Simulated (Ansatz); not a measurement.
In3Sb2⁺. Total charge 1; singlet. Geometry r2SCAN-D4/def2-SVP.

```csv
atom,x (Å),y (Å),z (Å)
In1,-2.8931,0.3296,1.7266
In2,0.1704,-0.7090,2.2224
In3,1.4195,0.5164,-3.1425
Sb4,1.8890,-0.5099,-0.1375
Sb5,-0.5859,0.3729,-0.6690
```

In the def2 sets In, Sb take a core potential; there is no spin–orbit coupling. B3LYP takes the VWN-RPA correlation. The restricted singlet is unstable towards broken spin symmetry at other levels; at PBE-D4/def2-SVP, r2SCAN-D4/def2-TZVP, B3LYP-D4/def2-TZVP, PBE0-D4/def2-SVP and others this wasn't settled. The structure comes from a short search, and lower isomers may exist.

Problem. Estimate the orbital energies around the gap (eV) in Ansatz with PBE-D4/def2-SVP, r2SCAN-D4/def2-TZVP, B3LYP-D4/def2-TZVP, PBE0-D4/def2-SVP, PBE0-D4/def2-TZVP.

Solution. 
| orbital | PBE-D4/def2-SVP | r2SCAN-D4/def2-TZVP | B3LYP-D4/def2-TZVP | PBE0-D4/def2-SVP | PBE0-D4/def2-TZVP |
| --- | --- | --- | --- | --- | --- |
| HOMO−9 | -22.00 | -22.55 | -23.95 | -24.54 | -24.45 |
| HOMO−8 | -18.13 | -18.60 | -19.36 | -19.82 | -19.70 |
| HOMO−7 | -15.28 | -15.65 | -16.31 | -16.57 | -16.52 |
| HOMO−6 | -13.31 | -13.59 | -14.20 | -14.49 | -14.43 |
| HOMO−5 | -12.14 | -12.33 | -12.93 | -13.10 | -13.05 |
| HOMO−4 | -11.41 | -11.58 | -12.14 | -12.25 | -12.22 |
| HOMO−3 | -9.73 | -9.95 | -10.27 | -10.53 | -10.48 |
| HOMO−2 | -9.47 | -9.68 | -9.91 | -10.14 | -10.11 |
| HOMO−1 | -8.74 | -8.93 | -9.24 | -9.41 | -9.39 |
| HOMO | -8.45 | -8.63 | -8.91 | -9.12 | -9.09 |
| LUMO | -7.39 | -7.43 | -6.89 | -6.77 | -6.75 |
| LUMO+1 | -6.61 | -6.54 | -6.19 | -6.07 | -6.05 |
| LUMO+2 | -6.53 | -6.43 | -6.08 | -5.89 | -5.89 |
| LUMO+3 | -5.75 | -5.59 | -5.33 | -5.16 | -5.15 |
| LUMO+4 | -5.69 | -5.54 | -5.23 | -5.00 | -5.00 |
| LUMO+5 | -5.18 | -5.00 | -4.69 | -4.45 | -4.44 |
